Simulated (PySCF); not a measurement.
## Correlation energy of Cl²⁺ (chlorine, charge +2)

[Ne] 3s1 3p4, high-spin 4P determinant (an excited configuration). Computed with PySCF 2.14 in dyall-av3z (19s12p3d2f, 84 functions), with the non-relativistic Hamiltonian (point nucleus). Frozen: [Ne]; 5 electrons correlated; the 23 highest virtual orbitals of each spin left out.

```tsv
level	correlation energy (mhartree)
CCSD	-135.92
(T)	-6.68
CCSD(T)	-142.60
```

Diagnostics: T1 = 0.012, D1 = 0.0286, largest double amplitude 0.178.

Q: Is a single reference adequate?

A: Not fully. A double-excitation amplitude exceeds 0.15, a sign of near-degeneracy.
